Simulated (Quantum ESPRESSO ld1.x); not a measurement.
Results of a calculation; reference values are marked as such.
Question: Hf+, configuration [Xe] 4f14 5d3 (not the ground configuration). Level of theory: scalar-relativistic Kohn-Sham, LDA (Slater exchange, VWN5 correlation), spin-polarised, spherical densities, point nucleus; open shells are filled with parallel spins first (ld1.x of Quantum ESPRESSO 7.5). Some entries of the table are withheld. Estimate them.

| orbital | occ. | eigenvalue (eV) | <r> (bohr) | <r^2> (bohr^2) |
|---|---|---|---|---|
| 1s down | 1 | -65237.1 | 0.01900 | 0.0004955 |
| 1s up | 1 | -65237.1 | 0.01900 | 0.0004955 |
| 2s up | 1 | -11161.9 | 0.08042 | 0.007648 |
| 2s down | 1 | -11161.8 | 0.08042 | 0.007648 |
| 2p up | 3 | -9805.10 | 0.07175 | 0.006288 |
| 2p down | 3 | -9805.04 | 0.07174 | 0.006288 |
| 3s up | 1 | -2546.44 | 0.2088 | 0.04985 |
| 3s down | 1 | -2546.42 | 0.2088 | 0.04985 |
| 3p up | 3 | -2141.17 | 0.2087 | 0.05047 |
| 3p down | 3 | -2141.16 | 0.2087 | 0.05047 |
| 3d up | 5 | -1660.70 | 0.1890 | 0.04190 |
| 3d down | 5 | -1660.65 | 0.1890 | 0.04190 |
| 4s up | 1 | -516.212 | 0.4685 | 0.2479 |
| 4s down | 1 | -516.163 | 0.4685 | 0.2479 |
| 4p up | 3 | -383.190 | 0.4979 | 0.2822 |
| 4p down | 3 | -383.140 | 0.4979 | 0.2822 |
| 4d up | 5 | -211.299 | 0.5354 | 0.3328 |
| 4d down | 5 | -211.230 | 0.5353 | 0.3325 |
| 5s up | 1 | -72.3695 | 1.139 | 1.462 |
| 5s down | 1 | -71.5279 | 1.133 | 1.447 |
| 5p up | 3 | (1) | 1.354 | 2.088 |
| 5p down | 3 | (2) | 1.343 | 2.054 |
| 4f up | 7 | -21.9439 | 0.6812 | 0.6054 |
| 4f down | 7 | -21.7128 | 0.6752 | 0.5910 |
| 5d up | 3 | (3) | 2.355 | 6.687 |
| 5d down | 0 | (4) | 2.430 | 7.266 |

Answer: 
(1) 5p up eigenvalue (eV): -41.1953
(2) 5p down eigenvalue (eV): -40.0178
(3) 5d up eigenvalue (eV): -8.8043
(4) 5d down eigenvalue (eV): -7.1435
